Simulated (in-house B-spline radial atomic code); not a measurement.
A radial electron density 4πr²n(r) was computed for an atom or ion in its tabulated ground configuration with an all-electron radial atomic-structure program (B-spline basis); method: non-relativistic Hartree-Fock, average of configuration. Columns: r (bohr), 4πr²n(r) (electrons per bohr), bar.

```
 0.00491   0.2952 #
 0.00572   0.3929 #
 0.00668   0.5236 ##
 0.00779   0.6934 ##
 0.00909   0.9153 ###
  0.0106      1.2 ####
  0.0124    1.573 #####
  0.0144    2.023 #######
  0.0168      2.6 #########
  0.0197    3.335 ###########
  0.0229    4.176 ##############
  0.0268    5.211 #################
  0.0312     6.36 #####################
  0.0364     7.65 #########################
  0.0425    9.025 ##############################
  0.0496    10.39 ##################################
  0.0578    11.63 ######################################
  0.0675    12.64 ##########################################
  0.0787    13.24 ############################################
  0.0919    13.32 ############################################
   0.107    12.83 ##########################################
   0.125    11.78 #######################################
   0.146    10.37 ##################################
    0.17    8.916 #############################
   0.199    7.697 #########################
   0.232    7.105 #######################
    0.27    7.241 ########################
   0.315    8.023 ###########################
   0.368    9.129 ##############################
   0.429    10.06 #################################
   0.501    10.38 ##################################
   0.584    9.817 ################################
   0.682    8.398 ############################
   0.796    6.429 #####################
   0.928    4.365 ##############
    1.08    2.604 #########
    1.26    1.321 ####
    1.47   0.5617 ##
    1.72   0.1907 #
    2.01  0.05139 
    2.34  0.01095
```

Task: Which atom or ion is it?
A. Ne3+
B. P4+
C. Mg4+
D. Mg3+

Result: D. The area under the curve, ∫4πr²n dr = ∫r·4πr²n d(ln r) on this logarithmic grid, is 9 electrons, which only this option has. The configuration is [He] 2s2 2p5.
